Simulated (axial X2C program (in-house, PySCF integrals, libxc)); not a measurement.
Which molecule has these constants?

Computed with an in-house relativistic program for diatomic molecules, spin-free (one-electron X2C) or two-component (2c: spin–orbit coupling with atomic mean-field Coulomb and Gaunt terms, which also bring small scalar terms), in Dyall basis sets with cores contracted in-house; open shells are unrestricted.

A two-component PBE0 calculation in a Dyall 3-zeta basis gave Re = 2.144 Å, ωe = 490.9 cm⁻¹, dipole magnitude 1.36 D, Ω = 3/2.

**Question.** Which molecule is it?
A. GeP
B. PC
C. SiP

**Answer.** A. The others have SiP 2.077 Å and 633.6 cm⁻¹ (Ω = 3/2); PC 1.555 Å and 1294.4 cm⁻¹ (Ω = 1/2).

Each entry is the lowest single determinant of a limited PBE0 search at one distance. De goes to single-determinant-based atoms at the same level (for ions the charge split of lowest energy) and is withheld (n/a) where an atom does not fit its ground term or J level. Main or longest-lived isotopes. One determinant is a doubtful description, or other states lie close, for GeP, SiP, PC; these need not be ground states, and all values refer to the states named. Some light 2c atoms are not at their ground J level, so De misses part of their lowering (0.04 eV or less). The functionals have no current term, which raises determinants with orbital currents.
